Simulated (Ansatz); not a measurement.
AlF₃, 4 atoms. Hardware: 2 threads of AMD EPYC 7R43 on a shared host.

Correlated methods freeze 8 core orbitals.

Q: How many basis functions does each of these Ansatz runs have, and roughly what does it cost? B97M-V/def2-TZVP, charge 0 singlet, energy, from earlier orbitals; HSE06-D4/def2-TZVP, charge 1 doublet at the geometry of the charge 0 singlet, energy, from earlier orbitals; r2SCANh-D4/def2-TZVP, charge 0 singlet, energy, from earlier orbitals; ωB97X-V/def2-TZVP, charge 0 singlet, energy, from earlier orbitals; LDA (SPW92)/def2-TZVP, charge 1 doublet at the geometry of the charge 0 singlet, energy, from earlier orbitals; PBE-D4/def2-TZVP, charge 0 singlet, relaxation, 4 steps; B2PLYP/def2-TZVP, charge 0 singlet, energy, from earlier orbitals; PBE0-D4/def2-SVP, charge 0 singlet, energy with a search over starts; PBE-D4/def2-TZVP, charge 0 singlet, energy, from earlier orbitals; HF/def2-TZVP, charge 0 singlet, energy, from earlier orbitals; BHLYP-D4/def2-TZVP, charge 0 singlet, energy, from earlier orbitals; LDA (SPW92)/def2-TZVP, charge 0 singlet, energy, from earlier orbitals.

A: Other jobs shared the machine, so times can vary by a factor of up to 3. A dash marks memory too small to be measured apart from the calling script's.

```tsv
run	functions	fitting or Cholesky vectors	wall time	peak host memory (GiB)
LDA (SPW92)/def2-TZVP, charge 0 singlet, energy, from earlier orbitals	130	727	0.6 s	–
HF/def2-TZVP, charge 0 singlet, energy, from earlier orbitals	130	908	0.7 s	–
PBE-D4/def2-TZVP, charge 0 singlet, energy, from earlier orbitals	130	727	0.95 s	–
LDA (SPW92)/def2-TZVP, charge 1 doublet at the geometry of the charge 0 singlet, energy, from earlier orbitals	130	727	1 s	–
PBE0-D4/def2-SVP, charge 0 singlet, energy with a search over starts	60	542	1.1 s	–
BHLYP-D4/def2-TZVP, charge 0 singlet, energy, from earlier orbitals	130	817	1.4 s	–
r2SCANh-D4/def2-TZVP, charge 0 singlet, energy, from earlier orbitals	130	727	2.1 s	–
B2PLYP/def2-TZVP, charge 0 singlet, energy, from earlier orbitals	130	847	2.3 s	–
ωB97X-V/def2-TZVP, charge 0 singlet, energy, from earlier orbitals	130	727	2.8 s	–
HSE06-D4/def2-TZVP, charge 1 doublet at the geometry of the charge 0 singlet, energy, from earlier orbitals	130	747	2.9 s	–
B97M-V/def2-TZVP, charge 0 singlet, energy, from earlier orbitals	130	727	3.3 s	–
PBE-D4/def2-TZVP, charge 0 singlet, relaxation, 4 steps	130	727	3.4 s	–
```
